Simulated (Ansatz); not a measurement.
Species: TiO2, net charge 0, singlet state. 
Geometry from a B3LYP-D3(BJ)/def2-TZVP (Ansatz, a program for electronic structure) optimisation:
```xyz
3

Ti    -0.0625    -0.3500    -0.1518
O      1.1230     0.6689    -0.6508
O     -0.9511     0.2935     1.0684
```

Quantity: atomisation energy (electronic, to ground-state atoms), in kJ/mol. Valence correlation only, unless marked. Open shells are spin-unrestricted. Spin-orbit coupling is left out. The frozen core is the preceding noble-gas configuration, with the filled d and f shells of earlier blocks. Non-relativistic. The coupled-cluster limit lacks core correlation, which all-electron functionals hold. CBS(X,Y): correlation extrapolated as X^-3; Hartree-Fock from the larger set.

The T1 diagnostic of CCSD in the largest basis is 0.040, which is high, so the coupled-cluster rows are less sure than usual.

| level | program | atomisation energy (kJ/mol) |
|---|---|---|
| wB97X/def2-TZVPD | Ansatz | 1231.2 |
| B2GP-PLYP-D3(BJ)/def2-TZVPD | Ansatz + dftd3 | ___ |
| B2PLYP/def2-TZVPD | Ansatz | 1289.1 |
| SCS-MP2/def2-TZVPP | Ansatz | 1277.7 |
| SCS-MP2/def2-QZVPP | Ansatz | 1305.0 |
| CCSD(T)/CBS(def2-TZVPPD,def2-QZVPPD) | Ansatz | 1230.3 |

Problem. Some entries are withheld; supply them.

Solution. 
- B2GP-PLYP-D3(BJ)/def2-TZVPD, atomisation energy (kJ/mol): 1258.6
